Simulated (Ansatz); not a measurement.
```yaml
crystal:
  periodic: [false, false, false]
  atoms:
    - {symbol: O, position_ang: [-0.133290, 0.038646, 0.863698]}
    - {symbol: B, position_ang: [0.106925, 0.900498, -0.243394]}
    - {symbol: O, position_ang: [0.194030, 2.217507, 0.041654]}
    - {symbol: S, position_ang: [0.236376, -0.026150, -1.758756]}
    - {symbol: Al, position_ang: [-0.103956, -1.633500, -0.162799]}
    - {symbol: H, position_ang: [-0.190758, 0.394296, 1.754899]}
    - {symbol: H, position_ang: [0.360707, 2.763069, -0.730333]}
    - {symbol: H, position_ang: [1.175631, -2.441463, 0.306011]}
    - {symbol: H, position_ang: [-1.557164, -2.259103, -0.088080]}
basis:
  gaussian: {orbitals: x2c-TZVPPall, final_grid: {core_spheres: 8, valence_spheres: 7, degree: 23}}
total_charge: 3
magnetization: {spin_polarized: true, initial_magnetization: 1}
hamiltonian: {xc: {name: revPBE}, dispersion: d4}
```

```sh
$ ansatz run in.yaml --threads 4 --pin off --events-out ev --progress --plain --max-ram 10444MiB
```

Shortened log:

```
Functional definition: revPBE
1267 factors; their error is unknown
mean field evaluation 1: about -22189.4006 eV, gradient 1.3e2 eV
mean field evaluation 2: about -21246.2671 eV, gradient 2.9e2 eV
mean field evaluation 4: about -22175.9197 eV, gradient 1.1e2 eV
mean field evaluation 8: about -22267.5683 eV, gradient 1.4e1 eV
mean field evaluation 16: about -22268.9367 eV, gradient 2.2e0 eV
mean field evaluation 32: about -22268.9605 eV, gradient 4.7e-3 eV
mean field -22268.96049192 eV, -818.3692036345 hartree, gradient 8.6e-6 eV, S^2 1.674626; 12 other end points of the search recorded, 0 dependent functions left out
reference -22268.96055421 eV, -818.3692059234 hartree; 26, 25 occupied and 207, 208 virtual orbitals, 1267 factors
Total energy: -22269.41066745 eV, -818.3857472800 hartree
Relativity: scalar
```

In this input the charge is far from anything that the molecule holds. The calculation finished and met its thresholds. The result belongs to that input, not to the molecule as meant.
